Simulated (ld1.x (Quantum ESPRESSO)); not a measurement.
The numbers below are computed, except where a source is named.
**Potentials for P compared**

Generated with ld1.x 7.5 (TM, RRKJ, ultrasoft, PAW), atompaw 4.2 or ONCVPSP 4.0.1. The cutoff is in Ry: for ld1.x and atompaw files where the sum of valence levels is converged to 10 mRy in a Bessel basis, for ONCV files where the hardest occupied wave has 1 mHa per electron of residual kinetic energy. The error is the largest all-electron minus pseudo excitation energy over each file’s own four to seven test configurations (ionisations up to +4, promotions, holes and added fractions of an electron), all of which were solved. The labels leave out finer settings (local radius, basis sizes, second energies), which also bear on the numbers. Spin-polarised tests are not counted. The rows are a selection from randomly drawn settings: files with unsolved tests, undetermined cutoffs or missed reference levels are left out.

A true bound ghost makes a file unfit for plane-wave use even where its test errors are small: the radial tests pick states by their node count and pass the ghost by.

```csv
potential,cutoff (Ry),largest error (meV),bound ghosts
"RRKJ, LDA (PZ), scalar-relativistic, rc 1.50/1.20 (sp), local s, core correction yes, reference 3s2 3p3",80,+41,none
"ultrasoft, PW91, scalar-relativistic, rc 1.35/1.35 (sp), local smoothed, core correction yes, reference 3s2 3p1",15,-54,s
"RRKJ, PBE, scalar-relativistic, rc 1.60/1.35 (sp), local s, core correction no, reference 3s1 3p4",50,+22,none
"TM semilocal, PW91, scalar-relativistic, rc 1.60/1.35 (sp), local p, core correction yes, reference 3s1.5 3p3.5",50,+52,none
"PAW, LDA (PZ), scalar-relativistic, rc 1.60/1.80/1.95 (spd), local smoothed, core correction yes, reference 3s2 3p1",15,-90,none
"RRKJ, PBE, scalar-relativistic, rc 1.10/1.65/1.25 (spd), local s, core correction yes, reference 3s2 3p1.5",70,+55,none
"TM, PBE, scalar-relativistic, rc 1.40/1.35 (sp), local smoothed, core correction no, reference 3s1.75 3p3.25",50,+45,none
"PAW, LDA (PZ), scalar-relativistic, rc 1.30/1.20/1.35 (spd), local smoothed, core correction yes, reference 3s1.75 3p3.25",25,-162,"s, p"
```

(1) Fill in the row for P: ultrasoft, PW91, scalar-relativistic, rc 1.80/1.75/1.45 (spd), local d, core correction yes, reference 3s2 3p3.

Results:

(1) cutoff 12 Ry, largest error -4.2 meV, bound ghosts: none.
